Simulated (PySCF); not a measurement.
Ligands exchanged one at a time, B NH2-H. Gas-phase values, no solvent. Strings in code marks are SMILES.

Computed with PBE-D3(BJ)/def2-TZVP // B3LYP-D3(BJ)/def2-TZVP in PySCF. All candidates: neutral, multiplicity 1. Delta-SCF ions had no search for a lower state. 

```
Quantity                                  Result
--------------------------------------  --------
HOMO–LUMO gap                            5.44 eV
vertical ionisation energy (Delta-SCF)  12.90 eV
HOMO                                    -8.48 eV
```

Task: Say which member has these values.
A) `BN`
B) `NBN`
C) `B`

Result: C, `B`. The others give `NBN`: 5.78 eV, 9.05 eV, -5.47 eV; `BN`: 6.58 eV, 11.22 eV, -7.32 eV
